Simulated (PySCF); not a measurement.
C₆ coefficients of unlike pairs at PBE

Calculated with PySCF 2.14 from the dipole response of each species, C₆(A,B) = (3/π) ∫ α_A(iu) α_B(iu) du, in atomic units, from isotropic polarisabilities. For ions this is the dispersion term alone; charge-induced terms of lower order in 1/R come first.

| species | configuration | basis | relativity | α (bohr³) | C₆ (like pair) |
| --- | --- | --- | --- | --- | --- |
| Ge(2+) | [Ar] 3d10 4s2 (1S) | aug-cc-pVQZ-DK (8s7p5d3f2g) | spin-free X2C | 10.20 | 38.61 |
| Ne(3+) | [He] 2s2 2p3 (4S) | dyall-acv3z (15s9p4d2f) | none | 0.6918 | 0.6122 |
| Al(2+) | [Ne] 3s1 (2S) | aug-cc-pV(T+d)Z with one added diffuse shell each of s, p, d, f type (7s6p5d3f) | none | 13.54 | 36.21 |

(1) Estimate C₆ for Al(2+) with Ne(3+).

No spin-orbit coupling is included.

The other pairs:

| pair | C₆ |
| --- | --- |
| Ne(3+), Ge(2+) | 4.131 |
| Al(2+), Ge(2+) | 35.73 |

## Answers

(1) The integral gives 3.336. The combination rule 2 C_A C_B / (C_A α_B/α_A + C_B α_A/α_B) gives 3.205 and the geometric mean 4.708.
